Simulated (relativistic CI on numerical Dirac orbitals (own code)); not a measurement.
## Slater and spin-orbit integrals, Ag IV

Computed by Dirac-Coulomb-Breit CI, orbitals from a KLI potential per configuration, model QED (radiative potential, 1s self-energy scaled to tabulated hydrogen-like ionisation energies), valence Slater integrals scaled by 0.85, P86 correlation energy added to each configuration (own radial code, finite nucleus).

Slater integrals F^k, G^k are unscaled and averaged over j, outside the closed core [Ar] 3d10 4s2; ζ comes from projecting the Hamiltonian with its Breit term on Σ l·s of the shell.

- 4p⁶4d⁸: F^2(4d,4d) = 80309, F^4(4d,4d) = 52782, ζ(4d) = 1923.2 cm⁻¹; <r>(4d) = 1.247, <r^2>(4d) = 1.83 (bohr units).
- 4p⁶4d⁷5s: F^2(4d,4d) = 82343, F^4(4d,4d) = 54258, ζ(4d) = 2047.8, G^2(4d,5s) = 16332 cm⁻¹; <r>(4d) = 1.219, <r^2>(4d) = 1.746, <r>(5s) = 2.295, <r^2>(5s) = 5.906 (bohr units).
- 4p⁶4d⁷4f: F^2(4d,4d) = 83283, F^4(4d,4d) = 54960, ζ(4d) = 2078.8, F^2(4d,4f) = 16431, F^4(4d,4f) = 7946.5, G^1(4d,4f) = 13355, G^3(4d,4f) = 7696.2, G^5(4d,4f) = 5267.7, ζ(4f) = -30.492 cm⁻¹; <r>(4d) = 1.208, <r^2>(4d) = 1.709, <r>(4f) = 3.847, <r^2>(4f) = 17.23 (bohr units).

Task: Give the Racah parameters of the d shell in 4p⁶4d⁸.

Result: B = F²/49 − 5F⁴/441 = 1041 cm⁻¹ and C = 35F⁴/441 = 4189 cm⁻¹; values fitted to spectra at such low charge are typically 15 to 30 % smaller.

In this model ζ of a weakly bound d, f or g electron outside closed shells comes out too small, for d by up to a factor of two or three and at times with the wrong sign; that of an outer p electron is too small as well.

For a near-neutral ion this model can misplace configurations by up to about 10,000 cm⁻¹ (more where the count of f electrons changes) and terms by 10 to 25 % of their spread. Rates follow the energies as ν³ (E1, M1) or ν⁵ (E2), so they and the lifetimes can be off by large factors. The fine structure of a lone outer electron comes out too small, for d and f at times inverted, and misplaced configurations move strength between like terms. 39 of the 69 excited levels that our extract of the measured tables holds in this range could be paired (the sources list more); they are missed by 4006 cm⁻¹ on average and 5986 at most, and levels without a partner can miss by more. Some levels of the ground configuration have no partner and can miss by 10 % or more.

Averages of the first 10 configurations, taken without configuration mixing, which lowers the lowest level and can move excited configurations by several eV; other configurations of the list can lie among them:

```tsv
Configuration	Parity	States	Average energy above the lowest level (eV)
4p⁶4d⁸	even	45	1.5
4p⁶4d⁷5s	even	240	15.7
4p⁶4d⁷4f	odd	1680	38.7
4p⁶4d⁷5p	odd	720	23.7
4p⁶4d⁶5s²	even	210	33.2
4p⁶4d⁷5d	even	1200	33.6
4p⁶4d⁷6s	even	240	34.6
4p⁶4d⁷6p	odd	720	37.5
4p⁵4d⁹	odd	60	61.3
4p⁶4d⁶5s5p	odd	2520	40.5
```
